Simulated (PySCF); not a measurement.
C₅H₅F₃O.
SMILES: `O=C1CC[C@@H]1C(F)(F)F`

The closed-shell SCF was solved with PySCF and density fitting under several settings on one GFN2-xTB geometry (grid level 2 and gas phase unless stated).

| settings | basis functions | SCF cycles | E (Eh) | HOMO (eV) | LUMO (eV) | dipole (D) |
| --- | --- | --- | --- | --- | --- | --- |
| PBE0/pcSseg-1 | 178 | 14 | -567.6436 | -7.80 | -1.27 | 3.56 |
| PBE0/def2-SVPD | 232 | 14 | -567.3047 | -7.87 | -1.41 | 3.77 |
| PBE0/3-21G, energy threshold 1e-08 Eh, damping 0.1 at the start, DIIS from the seventh cycle | 91 | 19 | -564.5942 | -7.43 | -0.83 | 3.32 |
| PBE0/cc-pVDZ, IEF-PCM methanol, grid level 1 | 151 | 10 | -567.7359 | -7.42 | -0.82 | 4.12 |
| wB97X-D/6-31++G**, grid level 1, start guess huckel | 192 | 14 | -568.1309 | -9.70 | 0.48 | 3.86 |
| revPBE/pcSseg-1, grid level 3 | 178 | 15 | -568.0573 | -6.13 | -2.24 | 3.25 |

**Question.** Estimate the rows for these settings: (1) PBE0/pcseg-1, start guess sap, energy threshold 1e-08 Eh; (2) PBE0/MINI.

**Answer.** 
| settings | basis functions | SCF cycles | E (Eh) | HOMO (eV) | LUMO (eV) | dipole (D) |
| --- | --- | --- | --- | --- | --- | --- |
| PBE0/pcseg-1, start guess sap, energy threshold 1e-08 Eh | 151 | 18 | -567.5749 | -7.84 | -1.30 | 3.58 |
| PBE0/MINI | 50 | 13 | -563.6268 | -9.26 | -2.61 | 2.68 |

**Question.** Over all rows, what range does the HOMO–LUMO gap span?

**Answer.** From 3.89 eV (revPBE/pcSseg-1, grid level 3) to 10.18 eV (wB97X-D/6-31++G**, grid level 1, start guess huckel). The functional of the narrowest has no exact exchange, that of the widest range-separated exact exchange.

**Question.** And the dipole moment?

**Answer.** From 2.68 D (PBE0/MINI) to 4.12 D (PBE0/cc-pVDZ, IEF-PCM methanol, grid level 1); the largest is 1.54 times the smallest, and the median is 3.57 D.

**Question.** Compare two rows with the functional PBE0: PBE0/MINI and PBE0/def2-SVPD. Which energy is lower, and by how much?

**Answer.** PBE0/def2-SVPD (232 functions) lies 3.6779 Eh or 2308 kcal/mol below PBE0/MINI (50 functions).

wB97X-D ran without the empirical dispersion term, which would shift the total energy alone. Cycle counts include a coarse-grid stage where the run had one. All basis functions are spherical, in the Pople sets too. Geometry: GFN2-xTB; no vibrations or thermal averaging.

Shape of the structure used: `[O:1]=[C:2]1[CH2:3][CH2:4][C@@H:5]1[C:6]([F:7])([F:8])[F:9]`: C4–C5–C6–F7 -52°.
